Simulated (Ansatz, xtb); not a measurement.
Isomers of BClFSi2 in order of energy

4 gas-phase structures of BClFSi2, found in a search over its isomers (lower ones may exist). Each was relaxed with GFN2-xTB; where two conformers were screened, the lower at r2SCAN-D4/def2-SVP is listed:

A. `F[Si]B=[Si]Cl`, a doublet
B. `F[Si](Cl)B=[Si]`, a doublet
C. a doublet given by its coordinates
D. a doublet given by its coordinates

C (Å):

```xyz
5

B    -0.0661   -0.2039   -0.3069
Cl    1.9236    2.2484    1.7332
F    -0.0927   -1.4718    0.1476
Si   -0.5500    1.1886   -1.5828
Si    0.7267    1.4535    0.2398
```

Close contacts (Å): B1–F3 1.35, B1–Si4 1.95, B1–Si5 1.92, Cl2–Si5 2.07, Si4–Si5 2.24.

D (Å):

```xyz
5

B     0.6510    0.1253   -0.5732
Cl   -0.1303    0.3074   -2.1775
F     1.6044   -0.8323   -0.5290
Si   -0.3397    2.3679    2.6719
Si    0.1764    1.1861    0.9349
```

Close contacts (Å): B1–Cl2 1.79, B1–F3 1.35, B1–Si5 1.90, Si4–Si5 2.16.

**Question.** Estimate their order in r2SCAN-D4/def2-SVP energy at these geometries, lowest first.

**Answer.** Calculated order at r2SCAN-D4/def2-SVP: C (0.0), D (15.5), B (34.2), A (57.2) kcal/mol.

Energies above the lowest of each column, in kcal/mol; the last columns are at BLYP-D3(BJ)/def2-SVP geometries and were run for some of them only (a dash: not run or not comparable):

```
structure  GFN2-xTB  HF/STO-3G  r2SCAN-D4/def2-SVP  BLYP-D3(BJ)/def2-SVP
        C      17.4        2.2                 0.0                   0.0
        D       0.0        0.0                15.5                  11.3
        B       3.9       47.2                34.2                     –
        A       9.0       75.3                57.2                     –
```

BLYP-D3(BJ)/def2-SVP puts C lowest of those it was run on; GFN2-xTB picks D, HF/STO-3G picks D. Some further structures that were screened fall inside this span and aren't listed. Flexible structures stand in one conformer each, not always the lowest. Frequencies (BLYP-D3(BJ)/def2-SVP) were run for C alone. Open shells are spin-unrestricted, some with notable spin contamination.

Over these structures GFN2-xTB departs from r2SCAN-D4/def2-SVP by 20.1 kcal/mol on average once a common shift is removed. A GFN2-xTB relaxation took about 0.18 s and the r2SCAN-D4/def2-SVP energy about 4.4 s on a shared host (Ansatz 0.2.0, xtb 6.7.1).
